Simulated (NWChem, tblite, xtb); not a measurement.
## GaH2SeF3 (SMILES [F][Ga-]([F])([F])[SeH2+]): methods side by side

GaH2SeF3 has 7 atoms, charge 0, and is taken as a singlet. As SMILES, `[F][Ga-]([F])([F])[SeH2+]`. Geometry: relaxed at PBE0-D4/def2-TZVP.

Each level gives the dipole moment (D). The values are calculated.

```json
{"level": "GFN1-xTB", "kind": "semi-empirical", "program": "tblite", "value (D)": "6.28", "CPU time": "under 2 s"}
{"level": "GFN2-xTB", "kind": "semi-empirical", "program": "xtb", "value (D)": "6.09", "CPU time": "under 2 s"}
{"level": "GFN0-xTB", "kind": "semi-empirical", "program": "xtb", "value (D)": "5.61", "CPU time": "under 2 s"}
{"level": "IPEA1-xTB", "kind": "semi-empirical", "program": "tblite", "value (D)": "7.25", "CPU time": "under 2 s"}
{"level": "HF/STO-3G", "kind": "Hartree–Fock", "program": "NWChem", "value (D)": "5.10", "CPU time": "9.7 s"}
{"level": "HF/3-21G", "kind": "Hartree–Fock", "program": "NWChem", "value (D)": "5.22", "CPU time": "9.1 s"}
{"level": "HF/def2-SVP", "kind": "Hartree–Fock", "program": "NWChem", "value (D)": "5.57", "CPU time": "43 s"}
{"level": "PBE/pcseg-1", "kind": "GGA", "program": "NWChem", "value (D)": "5.33", "CPU time": "50 s"}
{"level": "PBE0/def2-SVP", "kind": "global hybrid", "program": "NWChem", "value (D)": "5.41", "CPU time": "39 s"}
```

All-electron rows without a relativistic Hamiltonian named are non-relativistic. The values span 5.10 to 7.25 D. Magnitudes only. Sets without polarisation functions give poor dipoles. Times are those of the runs behind each value, whatever else they computed, on shared processors of several kinds: orders of magnitude only.
